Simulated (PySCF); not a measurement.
Compound: C₈H₇ (doublet state).
SMILES with atom numbers: `[CH:1]#[C:2][C:3]#[C:4][CH:5][CH:6]1[CH2:7][CH2:8]1` (hydrogens: H9 on C1; H10 on C5; H11 on C6; H12, H13 on C7; H14, H15 on C8)

Structure used (GFN2-xTB), in Å, numbered top down from 1:
```
atom  x, y, z in Å
C1     4.7936    0.2554    0.9918
C2     3.6250   -0.0169    0.8149
C3     2.3343   -0.3107    0.6150
C4     1.1472   -0.5942    0.4362
C5    -0.1508   -0.8918    0.2339
C6    -1.0903    0.0350   -0.3806
C7    -2.5353    0.0477    0.0755
C8    -2.1968   -0.4997   -1.2674
H9     5.8041    0.4856    1.1466
H10   -0.5202   -1.8615    0.5387
H11   -0.6594    0.9887   -0.6610
H12   -3.0308    1.0044    0.1382
H13   -2.8205   -0.6452    0.8528
H14   -2.2494   -1.5683   -1.4124
H15   -2.4552    0.0740   -2.1441
```

The hyperfine couplings belong to this conformer and change with its torsions.

Computed with PySCF 2.14.0, UKS B3LYP, pcH-1 on C H, non-relativistic, mean-field spin-orbit, GIAO. The structure is a single GFN2-xTB conformer in the gas phase; no vibrational or solvent corrections. The geometry wasn't refined by DFT: couplings that depend on bond lengths, twists or pyramidal angles can differ widely from those at the functional's own minimum. Stability of the SCF solution: not tested. ⟨S²⟩ is 0.779 where a pure state has 0.75.

The largest Mulliken spin populations are on C5 (+0.62), C3 (+0.46), C1 (+0.35) and C4 (-0.25). Three atoms exceed +0.15. The positive populations add up to 1.53 and the negative ones to -0.53, together 2S = 1. The angles at C5 add up to 360.0°, so it is planar; its axial dipolar tensor and the negative coupling of its proton fit spin in a p orbital normal to that plane.

Q: McConnell's relation a(H) = Q·ρ ties the coupling of a proton on a planar π carbon to the spin population of that carbon. What Q do the computed values give?

A: 
| H | C | ρ(C) | a(H) (G) | a/ρ (G) |
| --- | --- | --- | --- | --- |
| H10 | C5 | +0.618 | -15.66 | -25.4 |

One proton gives one ratio, Q = -25.4 G, and no test of linearity. In every row coupling and population have opposite signs.

Couplings in gauss use g_iso = 2.0027.
